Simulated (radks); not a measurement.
The numbers below are computed, except where a source is named.
Zr4+, 36 electrons, occupied as [Ar] 3d10 4s1.75 4p6 4f0.25 (fractional occupations, a model configuration).

Level of theory: scalar-relativistic Kohn-Sham, LDA (Slater exchange, Perdew-Zunger correlation), spin-polarised, spherical densities, point nucleus; open shells are filled with parallel spins first (spin-orbit coupling, left out, can overturn this in heavy ions) (a radial shooting solver on a logarithmic mesh with Libxc functionals).

Energy parts (hartree):
| part | energy |
|---|---|
| total | -3591.01674 |
| kinetic | 3691.42405 |
| electron-nucleus | -8591.20750 |
| Hartree | 1417.33007 |
| exchange-correlation | -108.56336 |

Orbitals (lengths in bohr, moments of r in powers of bohr):
orbital  occ.  eigenvalue (hartree)      <r>
1s up       1             -655.8013  0.03711
1s down     1             -655.7993  0.03711
2s up       1             -92.35573   0.1628
2s down     1             -92.35432   0.1628
2p up       3             -82.60761   0.1418
2p down     3             -82.60620   0.1418
3s up       1             -16.51459   0.4592
3s down     1             -16.51217   0.4591
3p up       3             -13.33917   0.4624
3p down     3             -13.33660   0.4624
3d up       5              -8.11153   0.4520
3d down     5              -8.10878   0.4519
4s up       1              -3.59415    1.183
4s down  0.75              -3.58250    1.183
4p up       3              -2.75286    1.306
4p down     3              -2.74142    1.307
4d up       0              -1.55100    1.685
4d down     0              -1.53968    1.683
5s up       0              -1.27093    2.681
5s down     0              -1.25633    2.675
4f up    0.25              -0.68499    3.083
4f down     0              -0.67054    3.083

The highest occupied level is 4f up at -18.640 eV. The configuration is held as typed, so some empty levels lie below it. Spin moment in Bohr magnetons: 0.5.
